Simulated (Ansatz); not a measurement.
Consider the cleavage of the Si–Ga bond: `[SiH3][GaH][SH]` + `O[Si](O)(F)Cl` → `O[Si](F)(Cl)O[SiH3]` + `[SH][GaH2]`.

Program: Ansatz. Geometries: PBE0-D4/def2-TZVP. ΔE: electronic, gas phase. CCSD(T)/CBS adds triple-zeta CCSD(T) − MP2 to the extrapolated MP2 energy (def2 sets, frozen cores). This one scheme is used for every species. DFT in def2-TZVPP. B3LYP here is the variant with VWN-RPA as its local correlation; programs differ in this. For Ga outer-core shells are correlated without core-valence functions, which leaves a few kJ/mol of doubt a bond. Scalar relativity is left out up to krypton. One conformer a species, not always the lowest.

```tsv
level	ΔE (kcal/mol)	difference from CCSD(T)/CBS
PBE-D4	-13.3	5.7
r2SCAN-D4	-17.7	1.3
PBE0-D4	-15.5	3.5
B3LYP-D4	-19.4	-0.4
ωB97X-V	-19.5	-0.5
ωB97M-V	-19.7	-0.7
B2PLYP	-19.9	-0.9
PBE	-13.0	6.0
r2SCAN	-17.6	1.4
PBE0	-15.1	3.9
B3LYP	-18.8	0.2
HF/def2-TZVPP	-25.8	-6.8
MP2/def2-TZVPP	-20.4	-1.4
SCS-MP2/def2-TZVPP	-21.8	-2.8
CCSD/def2-TZVPP	-20.0	-1.0
CCSD(T)/def2-TZVPP	-19.1	-0.1
HF/def2-QZVPP	-26.7	-7.7
MP2/def2-QZVPP	-20.6	-1.6
SCS-MP2/def2-QZVPP	-22.0	-3.0
HF/CBS(def2)	-26.8	-7.8
MP2/CBS(def2)	-20.2	-1.2
CCSD/CBS(def2)	-19.9	-0.9
CCSD(T)/CBS	-19.0	0
```

Largest T1 diagnostic among the species: 0.014.

From PBE to PBE0 (25 % exact exchange), in def2-TZVPP and without D4, ΔE moves by −2.2 kcal/mol. In def2-TZVPP, CCSD(T) changes the Hartree–Fock value by +6.7 kcal/mol (the triples alone add +0.9 kcal/mol) and MP2 by +5.4 kcal/mol.
